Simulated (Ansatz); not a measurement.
AlH$_{5}$OSSi (`[AlH2][O][SiH2]S`), one more setting.

```yaml
crystal:
  periodic: [false, false, false]
  atoms:
    - {symbol: Al, position_ang: [-0.552506, 1.471099, -1.400666]}
    - {symbol: O, position_ang: [0.298945, -0.114832, -0.735296]}
    - {symbol: Si, position_ang: [0.689353, -1.081642, 0.385922]}
    - {symbol: S, position_ang: [-0.845950, -1.239660, 1.889900]}
    - {symbol: H, position_ang: [-0.450137, 1.541513, -2.999095]}
    - {symbol: H, position_ang: [-1.202305, 2.447730, -0.437523]}
    - {symbol: H, position_ang: [1.925568, -0.757653, 0.816511]}
    - {symbol: H, position_ang: [0.707185, -2.425283, -0.362851]}
    - {symbol: H, position_ang: [-0.365613, -0.064470, 2.487587]}
basis:
  gaussian: {orbitals: pcseg-2}
hamiltonian: {xc: {name: wB97X}}
```

```sh
$ ansatz run in.yaml --threads 2 --pin off --events-out ev --progress --plain --max-ram 4352MiB
```

Shortened log:

```
Functional definition: wB97X
1190 factors; their error is unknown
263 factors; integrals over basis functions are off by at most 3.9e-5 eV
mean field evaluation 1: about -27435.8815 eV, gradient 5.9e1 eV
mean field evaluation 2: about -27430.7820 eV, gradient 8.0e1 eV
mean field evaluation 4: about -27441.8866 eV, gradient 1.8e0 eV
mean field evaluation 8: about -27441.8954 eV, gradient 6.7e-2 eV
mean field evaluation 16: about -27441.9658 eV, gradient 3.9e-5 eV
mean field -27441.96583691 eV, -1008.4736436738 hartree, gradient 3.9e-5 eV, S^2 0.000000; 0 other end points of the search recorded, 0 dependent functions left out
reference -27441.96578874 eV, -1008.4736419036 hartree; 28, 28 occupied and 174, 174 virtual orbitals, 1190 factors
Total energy: -27441.96578874 eV, -1008.4736419036 hartree
```

It took 7.5 s on 2 threads of an Arm Neoverse V2 on a shared host, with 0.47 GiB of host memory at the peak.
